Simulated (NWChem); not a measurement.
Species: CH₄Zn; SMILES [CH3][ZnH]

Problem. Give the equilibrium geometry at PBE-D3(BJ)/def2-SVP (NWChem) as a Z-matrix, with the point group.

Solution. point group C3v; any orientation.
```
C
H 1 1.1100
H 1 1.1100 2 107.51
H 1 1.1100 2 107.51 3 -115.49
Zn 1 1.9450 2 111.40 4 -122.24
H 5 1.5511 4 156.22 1 -179.96
```
